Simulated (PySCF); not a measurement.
# Electron correlation in Ru (ruthenium, neutral)

[Kr] 4d6 5s1 5p1, one real determinant (an excited configuration). All numbers are calculated (PySCF 2.14, a scalar-relativistic core potential, in aug-cc-pwCVDZ-PP with ECP28MDF (6s6p5d3f, 70 functions)). Frozen: 4s2 4p6; 8 electrons correlated.

MP2 pair energies summed by pair of shells (mhartree):

```csv
pair,energy,share (%)
4d-4d,-100.48,75.6
4d-5s,-20.36,15.3
4d-5p,-10.26,7.7
5s-5p,-1.73,1.3
```

Total MP2 correlation energy: -132.83 mhartree.

Same-spin part -84.21 and opposite-spin part -48.62 mhartree; SCS-MP2 scales them by 1/3 and 6/5 to -86.41 mhartree.

The reference is one real determinant that mixes LS terms of this configuration.
